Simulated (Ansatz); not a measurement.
Born–Oppenheimer molecular dynamics of Cl$_{2}$H$_{4}$HfO$_{2}$Si (10 atoms, charge 0, multiplicity 1). It starts from a relaxed structure.

Level of theory: RKS PBE-D4/def2-SVP in Ansatz.

```json
{
 "ensemble": "NVT, Nosé–Hoover chain",
 "time step": "0.5 fs",
 "steps asked": "150",
 "set temperature": "200 K",
 "thermostat": "time constant 100 fs, chain length 3 (defaults)",
 "masses": "H 2.014 u",
 "seed": "781214"
}
```

First frame:

```xyz
10
Properties=species:S:1:pos:R:3
Hf -0.075 0.078 0.177
O 0.143 0.582 2.006
H 0.200 0.754 2.955
Cl 2.046 -0.323 -0.803
Cl -1.254 1.773 -0.987
O -1.107 -1.555 0.083
Si -2.011 -2.975 0.134
H -2.111 -3.450 1.558
H -3.387 -2.704 -0.405
H -1.333 -4.023 -0.701
```

(1) What does the run give?

(2) What happens to the structure?

(3) How do temperature and energy run in time?

Answers

(1) All steps were run.

| Property | Result |
| --- | --- |
| steps done | 150 |
| time covered | 75 fs |
| mean temperature over the second half | 102 K |
| spread of the potential energy over the second half | 1.4 meV per atom |
| mean potential energy of the second half above the start | 11.7 meV per atom |

The conserved energy stayed within 0.027 meV per atom of its start (net change 0.011 meV per atom), so the integration is sound. The mean temperature of the second half is 49 % below the set value. A run of 0.075 ps of so small a system gives no equilibrium averages.

(2) The same pairs are bonded in the first frame and the last. Pairs count as bonded within 1.25 times the sum of covalent radii (0.12 Å more for H–H). The details hang on the random start.

(3) 
```tsv
time (fs)	T (K)	potential energy less start (eV)	conserved less start (meV/atom)
0	200	0.000	0.00
3.5	164	0.038	0.02
7	134	0.069	0.02
10.5	119	0.084	0.01
14	75	0.130	0.02
17.5	69	0.136	0.02
21	101	0.104	0.01
24.5	106	0.099	0.02
28	121	0.085	0.02
31.5	146	0.060	0.01
35	123	0.085	0.01
38.5	104	0.106	0.02
42	116	0.095	0.01
45.5	89	0.124	0.02
49	85	0.130	0.02
52.5	115	0.100	0.01
56	102	0.116	0.02
59.5	100	0.120	0.02
63	120	0.101	0.01
66.5	100	0.125	0.02
70	85	0.143	0.02
73.5	104	0.125	0.01
```

Run time: 110 s on 4 threads of AMD EPYC 9R45 96-Core Processor (Zen 5), with other jobs on the host, peak memory 0.24 GiB.
